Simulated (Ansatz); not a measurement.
Isolated molecules relaxed with PBE0-D4/def2-TZVP in Ansatz; ΔE leaves out vibrations. CBS: MP2 limit from def2 TZ/QZ plus the TZ coupled-cluster correction, frozen cores. This one scheme is used for every species. Functionals use def2-TZVPP. B3LYP here is the variant with VWN-RPA as its local correlation; programs differ in this. One conformer a species, not always the lowest.

Consider the cleavage of the Si–Al bond: `C[SiH2][Al]([F])[F]` + `OCO` → `C[SiH2]OCO` + `[F][AlH][F]`.

(1) Is it downhill or uphill in electronic energy at CCSD(T)/CBS, and by how much? (Estimate.)

(2) What do these levels give: PBE-D4, PBE0-D4, B3LYP-D4, ωB97X-V, PBE0, B3LYP? (Estimate.)

Largest T1 diagnostic among the species: 0.013.

Results:

(1) Ansatz gave: Downhill: ΔE = -0.88 eV.

(2) The calculation gave: PBE-D4 -0.61, PBE0-D4 -0.69, B3LYP-D4 -0.87, ωB97X-V -0.86, PBE0 -0.67, B3LYP -0.84 eV.

The D4 term adds −0.03 eV with B3LYP and −0.02 eV with PBE0; it sums over pairs of atoms, weighted by their polarisabilities, and B3LYP, whose exchange is more repulsive, gets the larger term. In def2-TZVPP, CCSD(T) changes the Hartree–Fock value by +0.18 eV (the triples alone add +0.02 eV) and MP2 by +0.08 eV. From PBE to PBE0 (25 % exact exchange), in def2-TZVPP and without D4, ΔE moves by −0.08 eV.
